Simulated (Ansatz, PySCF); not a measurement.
System: C$_{2}$H$_{7}$GeO (charge 0, doublet). SMILES: CC[O][GeH2]
Coordinates optimised at B3LYP-D3(BJ)/def2-TZVP (Ansatz, a quantum-chemistry and plane-wave program):
```xyz
11

C     -2.4790    -0.1652     0.1334
C     -1.2986    -0.4245     1.0535
O     -0.1487    -0.8556     0.3376
Ge     0.9791     0.3279    -0.4048
H     -2.2632     0.6573    -0.5524
H     -2.7014    -1.0538    -0.4589
H     -3.3661     0.0981     0.7139
H     -1.5386    -1.2271     1.7567
H     -1.0729     0.4715     1.6458
H      2.2655    -0.5109    -0.6323
H      1.2017     1.4545     0.6576
```
Charge 0, spin multiplicity 2.

Wanted: atomisation energy, in kcal/mol. Conventions: dispersion terms only where a functional's name holds one; no spin-orbit coupling; non-relativistic; atomisation electronic, to ground-state atoms; open shells spin-unrestricted. Ab initio and DFT rows: single points at B3LYP-D3(BJ) geometries (Ansatz).

```json
[
 {"species": "CC[O][GeH2]", "coefficient": "-1", "E at BP86/def2-SVP (PySCF), Eh": "-2232.50099", "E at wB97M-V/def2-TZVPD (Ansatz), Eh": "-2232.48310"},
 {"species": "C atom", "coefficient": "+2", "E at BP86/def2-SVP (PySCF), Eh": "-37.80175", "E at wB97M-V/def2-TZVPD (Ansatz), Eh": "-37.84643"},
 {"species": "Ge atom", "coefficient": "+1", "E at BP86/def2-SVP (PySCF), Eh": "-2076.92051", "E at wB97M-V/def2-TZVPD (Ansatz), Eh": "-2076.80617"},
 {"species": "H atom", "coefficient": "+7", "E at BP86/def2-SVP (PySCF), Eh": "-0.49913", "E at wB97M-V/def2-TZVPD (Ansatz), Eh": "-0.49411"},
 {"species": "O atom", "coefficient": "+1", "E at BP86/def2-SVP (PySCF), Eh": "-74.99134", "E at wB97M-V/def2-TZVPD (Ansatz), Eh": "-75.07806"}
]
```

 1 Eh = 627.5095 kcal/mol.

Compute it at each level from the table.


- BP86/def2-SVP: the sum of coefficient times E is 1.49173 Eh, or 936.07 kcal/mol. Result: 936.1 kcal/mol.
- wB97M-V/def2-TZVPD: the sum of coefficient times E is 1.44724 Eh, or 908.16 kcal/mol. Result: 908.2 kcal/mol.
